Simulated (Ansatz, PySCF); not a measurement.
Energy difference 3 R1 + R2 → 3 P1 + P2, each structure at its B3LYP-D3(BJ)/def2-TZVP stationary point, reached from a drawn start (curvature not checked).
R1, H2O (SMILES O) (charge 0, multiplicity 1):
```
atom   x (Å)    y (Å)    z (Å)
----  ------  -------  -------
O     0.0000   0.0000   0.3896
H     0.0000   0.7650  -0.1949
H     0.0000  -0.7650  -0.1949
```
P1: NH3 (SMILES N), charge 0, multiplicity 1.
R2: B3H6N3 (SMILES B1NBNBN1), charge 0, multiplicity 1.
P2: B3H3O3 (SMILES B1OBOBO1), charge 0, multiplicity 1.

P less R. No zero-point or thermal terms.

Correlated levels freeze the cores.

Codes used: Ansatz (Gaussian basis) for Hartree–Fock, density functionals and correlated methods; PySCF for the D3/D4 terms. No computed number here is a measurement.

The comparison value is -22.32 kcal/mol (CCSD(T)/cc-pVTZ). It is a level with limits of its own, not the exact answer.

Problem. Order these levels by how close they come to the comparison value for the reaction energy, closest first: BLYP-D3(BJ)/def2-TZVPP, SVWN5/def2-TZVPP, r2SCAN/def2-TZVPP, BLYP/def2-TZVPP, B97M-V/def2-TZVPP. Give each level's value less the comparison value.

Solution. BLYP/def2-TZVPP (0.65 kcal/mol), B97M-V/def2-TZVPP (-1.59 kcal/mol), r2SCAN/def2-TZVPP (2.41 kcal/mol), BLYP-D3(BJ)/def2-TZVPP (3.67 kcal/mol), SVWN5/def2-TZVPP (10.52 kcal/mol)

Ansatz is a first-principles code.
